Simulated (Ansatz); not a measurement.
Abridged output of a molecular run in Ansatz:

```
Functional definition: HF
1704 factors; integrals over basis functions are off by at most 1.1e-3 eV
mean field evaluation 1: about -16127.7368 eV, gradient 5.4e1 eV
mean field evaluation 2: about -16128.0946 eV, gradient 5.4e1 eV
mean field evaluation 4: about -16133.9028 eV, gradient 5.2e0 eV
mean field evaluation 8: about -16134.0110 eV, gradient 5.7e-1 eV
mean field evaluation 16: about -16134.0130 eV, gradient 1.8e-6 eV
mean field -16134.01304880 eV, -592.9140435166 hartree, gradient 1.8e-6 eV, S^2 0.000000; 0 other end points of the search recorded, 0 dependent functions left out
10 core orbitals not correlated: weight in the atoms' cores, before any rotation towards them, 1.000 or more for the frozen orbitals, at most 0.000 for the correlated occupied ones
reference -16134.01304880 eV, -592.9140435166 hartree; 18, 18 occupied and 253, 253 virtual orbitals, 1704 factors
second order -31.43553394 eV of doubles, -0.00000000 eV of singles
cycle   1  -31.36331419 eV  change    7.2e-2 eV  update   1.3e-1
cycle   2  -32.13100614 eV  change   -7.7e-1 eV  update   3.9e-2
cycle   3  -32.33314741 eV  change   -2.0e-1 eV  update   2.1e-2
cycle   4  -32.31298246 eV  change    2.0e-2 eV  update   5.1e-3
cycle   5  -32.31079760 eV  change    2.2e-3 eV  update   2.4e-3
cycle   6  -32.31262150 eV  change   -1.8e-3 eV  update   7.6e-4
cycle   7  -32.31231100 eV  change    3.1e-4 eV  update   3.0e-4
cycle   8  -32.31213577 eV  change    1.8e-4 eV  update   9.5e-5
cycle   9  -32.31216212 eV  change   -2.6e-5 eV  update   4.1e-5
perturbative correction -1.28229193 eV, -0.0471233592 hartree
Total energy: -16167.60750285 eV, -594.1486169318 hartree
```

Its atoms:

```xyz
12

O     0.5356    1.9045    1.6747
C    -0.3852    1.1889    1.3500
Si    0.0512   -0.5104    0.5607
O     1.6876   -0.4349    0.4254
C    -0.6500   -0.6943   -1.1723
O    -0.0917    0.2828   -2.0373
H    -1.4286    1.5381    1.5227
H    -0.4142   -1.6022    1.4610
H     2.0526    0.3352    0.8787
H    -1.7334   -0.5391   -1.1667
H    -0.4894   -1.7145   -1.5510
H     0.8655    0.2456   -1.9460
```

**Question.** Which basis set was used?
A. cc-pV(Q+d)Z
B. def2-SVP
C. def2-TZVPP
D. def2-TZVPPD

**Answer.** C. It gives 281 functions.

**Question.** Write the keys of the input that set method, charge and spin (a neutral closed shell needs none for the last two).

**Answer.** 
```yaml
correlation: {method: ccsd_t}
```
